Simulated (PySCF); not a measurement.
B3LYP has the VWN-RPA correlation part, as in Gaussian. Delta-SCF ions had no search for a lower state. Excitations are Tamm–Dancoff values on a coarser integration grid. The basis has no diffuse functions, so Rydberg states are missing or too high.

# H3BrOSi, SMILES `O[SiH2]Br` (H–O–Si–Br torsion 58°) (charge 0, multiplicity 1)

Computed with B3LYP-D3(BJ)/def2-TZVP // PBE0-D4/def2-TZVP in PySCF.

```
Item                                                                     Value
--------------------------------------  --------------------------------------
HOMO                                                                  -8.16 eV
dipole moment                                                           1.44 D
LUMO                                                                  -0.20 eV
HOMO–LUMO gap                                                          7.96 eV
S1 excitation (TDA)                                                    6.93 eV
S1 oscillator strength                                                   0.000
T1 excitation (TDA)                                                    6.69 eV
S1–T1 gap (TDA)                                                        0.24 eV
vertical ionisation energy (Delta-SCF)                                10.71 eV
total energy                                                      -80025.20 eV
cost                                    about 40 core-seconds (a rough figure)
```

```xyz
6

O     -1.3138     0.0475    -0.1576
Si     0.2869    -0.2604    -0.0610
Br     1.2775     1.0725     1.4175
H     -1.5959     0.9326    -0.3945
H      0.4128    -1.6537     0.4039
H      0.9838    -0.0237    -1.3464
```
